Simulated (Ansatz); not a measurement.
Species: C8H7FSSi, SMILES `Fc1ccc([SiH3])c2ccsc12` (charge 0, multiplicity 1), formula C₈H₇FSSi.

Problem. How many basis functions does frozen-core CCSD(T)/cc-pVDZ // PBE-D3(BJ)/def2-SVP (Ansatz, a program for electronic structure) use, how many core orbitals are frozen, and how many electrons are correlated?

Solution. 197 basis functions and 19 frozen orbitals, which leaves 56 correlated electrons. Core time is of the order of minutes.
